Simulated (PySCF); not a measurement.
## From computed data to an observable: refractive index and permittivity of the vapour

Te(I)(GeH3) (GeH3ITe), SMILES [GeH3][Te]I.

Coordinates come from a B3LYP-D3(BJ)/def2-SVP optimisation. This is a generated structure with no PubChem entry under its InChIKey; it may be hypothetical. The def2 effective core potentials stand for the cores of I, Te; spin–orbit coupling is left out.

PBE/def2-TZVPD in PySCF gives a mean static polarisability of 119.1 bohr³ and a dipole moment of 1.56 D. Take an ideal gas at 298.15 K and 0.01 bar, whether or not the substance is that volatile.

### Question
Work out n − 1 in the optical limit and the static ε − 1.

### Answer

Polarisability volume α' = 119.1 × 0.148185 = 17.65 Å³. Number density N = p/kT = 2.43e-7 Å⁻³.
Dilute limit of Lorentz–Lorenz: n − 1 = 2π N α' = 2.7e-5.
Orientation term of Debye: μ²/(3kT) = 8.098 Å³ × μ²(D²) = 19.71 Å³.
ε − 1 = 4π N (α' + μ²/3kT) = 0.00011. Orientation of the dipole supplies 53 % of the static response; it can't follow optical fields. Vibrational polarisation and dispersion are left out.
